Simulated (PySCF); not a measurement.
Isomers of C8H8 and their computed core-level spectra.

Theory: delta-SCF UKS SCAN, pcX-2 on the ionised atom, pcseg-1 elsewhere, spin-free X2C (PySCF 2.14.0). Geometries: PBE0-D3(BJ)/def2-SVP; isolated species, one conformer each.

Line lists (1s up to Mg, 2p3/2 beyond; areas count atoms within a level, one atom standing for each set equivalent by bonding):
1. C 1s: 290.18 eV
2. C 1s: 289.74 (area 1), 290.02 (area 1), 290.04 (area 2), 290.19 (area 2), 290.44 (area 1), 290.48 (area 1) eV
3. C 1s: 289.88 (area 2), 289.91 (area 2), 290.40 (area 1), 290.50 (area 2), 290.75 (area 1) eV
4. C 1s: 289.86 (area 2), 290.00 (area 2), 290.04 (area 2), 290.66 (area 2) eV

Structures:
A. `C1=CC2C3C=CC1C23`
B. `C1=C\C=C/C=C\C=C/1`
C. `C=CC1=CC=CC=C1`
D. `C1c2c(C1)cccc2`

Which list belongs to which compound?

- 1 = B: no other candidate has these counts of sites. C 1s: 290.18 alkene CH carbon (×8).
- 2 = C: no other candidate has these counts of sites. C 1s: 289.74 terminal =CH2 carbon, 290.02 aromatic CH carbon, 290.04 aromatic CH carbon (×2), 290.19 aromatic CH carbon (×2), 290.44 substituted aromatic carbon, 290.48 alkene CH carbon.
- 3 = A: no other candidate has these counts of sites. C 1s: 289.88 alkene CH carbon (×2), 289.91 alkene CH carbon (×2), 290.40 sp3 carbon at a ring junction, 290.50 sp3 carbon at a ring junction (×2), 290.75 sp3 carbon at a ring junction.
- 4 = D: no other candidate has these counts of sites. C 1s: 289.86 substituted aromatic carbon (×2), 290.00 aromatic CH carbon (×2), 290.04 aromatic CH carbon (×2), 290.66 benzylic-type carbon (×2).

6 of these hole states are spin-contaminated (⟨S²⟩ up to 0.97, against 0.75; counted from 0.85) and less certain.
